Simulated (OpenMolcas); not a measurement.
**Ions of charge +4 along the 5d row on the Ge site of Cs2GeF6**

```yaml
Program: OpenMolcas 26.06
Method: SS-CASPT2, IPEA 0.25 Eh, imaginary shift 0.1 Eh
Spin-orbit_coupling: state interaction with AMFI integrals over the reference wave functions
```

The d shell is active; CASPT2 correlates the ligand valence shells and the outer metal core. Each dopant is a cluster with its nearest anions in model potentials and point charges, with no relaxation. Distances were set from a Shannon-type radius of the metal (high-spin where two are listed) plus a fixed donor radius (F 1.31 Å), in hosts weighted 0.65 to 0.35 with the host's distance in the model lattice. Ligand basis ANO-RCC-VDZP, DKH2 Hamiltonian. States (labels of O, the rotations of Oh). Energies in cm-1 above the lowest state or level, χT in cm3 K/mol; under a threefold ground state the first gap can be a small split of the lowest multiplet, not the spin-orbit step. Spin-only χT is S(S+1) / 2 for the spin of the ground state.

```json
{"Ion": "Re4+", "Shell": "5d3", "R (Å)": "1.892", "Metal basis": "ANO-RCC-VTZP", "Ground state": "4A2", "First state of that spin": "4T2 41490", "First gap with spin-orbit (degeneracies)": "9550 (4, 4)", "χT at 300 K": "1.439", "First state of another spin": "2T1 10310", "Spin-only χT": "1.875"}
{"Ion": "Os4+", "Shell": "5d4", "R (Å)": "1.892", "Metal basis": "ANO-RCC-VTZP", "Ground state": "3T1", "First state of that spin": "3E 35250", "First gap with spin-orbit (degeneracies)": "3910 (1, 3)", "χT at 300 K": "0.186", "First state of another spin": "1T2 6440", "Spin-only χT": "1.000"}
{"Ion": "Ir4+", "Shell": "5d5", "R (Å)": "1.889", "Metal basis": "ANO-RCC-VTZP", "Ground state": "2T2", "First state of that spin": "2A2 32610", "First gap with spin-orbit (degeneracies)": "7430 (2, 4)", "χT at 300 K": "0.411", "First state of another spin": "2S+1 = 4: 26870", "Spin-only χT": "0.375"}
{"Ion": "Pt4+", "Shell": "5d6", "R (Å)": "1.889", "Metal basis": "ANO-RCC-VTZP", "Ground state": "1A1", "First state of that spin": "33010", "First gap with spin-orbit (degeneracies)": "27340 (1, 2)", "χT at 300 K": "0.013", "First state of another spin": "2S+1 = 3: 30010", "Spin-only χT": "0.000"}
```

Below the highest spin of the shell: Os4+, Ir4+, Pt4+. χT departs most from the spin-only value for Os4+, by -0.814 cm3 K/mol.

Roots that are degenerate in the reference are averaged as groups; the widest CASPT2 spread within a group is 1000 cm-1 (the 3-fold group of multiplicity 1 near 39500 cm-1 above the lowest state of its run, Pt4+). Shifts and gaps below about the spread of the groups concerned are not significant. Over all roots computed the reference weight is 0.71 to 0.72 in Re4+, 0.69 to 0.72 in Os4+, 0.68 to 0.71 in Ir4+, 0.67 to 0.70 in Pt4+; a low but even weight reflects the number of correlated electrons. Ligand-to-metal charge-transfer states are missing. With no ligand orbital active B as a rule stays too high, so bands that hang on it stand too high and its fall with covalency is understated. With one d shell and no ligand orbital active, 10Dq can be off by a tenth or more. The least metal-like active orbital is 75 % on the metal (Löwdin) and no ligand orbital is active, so the numbers are rough (holds for Re4+). The least metal-like active orbital is 73 % on the metal (Löwdin) and no ligand orbital is active, so the numbers are rough (holds for Os4+). An orbital triplet at a regular site is open to Jahn-Teller coupling, which can distort the site and quench the lowest spin-orbit gaps and is left out (holds for Ir4+). The least metal-like active orbital is 71 % on the metal (Löwdin) and no ligand orbital is active, so the numbers are rough (holds for Ir4+). The least metal-like active orbital is 68 % on the metal (Löwdin) and no ligand orbital is active, so the numbers are rough, and ground spin, moment and any spin crossover can be artefacts of this space; highly charged d ions in such sites are as a rule low spin (holds for Pt4+). No measured value stands beside these numbers; the geometry was set by hand and not optimised.

A state without a sure symmetry label is named by its multiplicity alone.
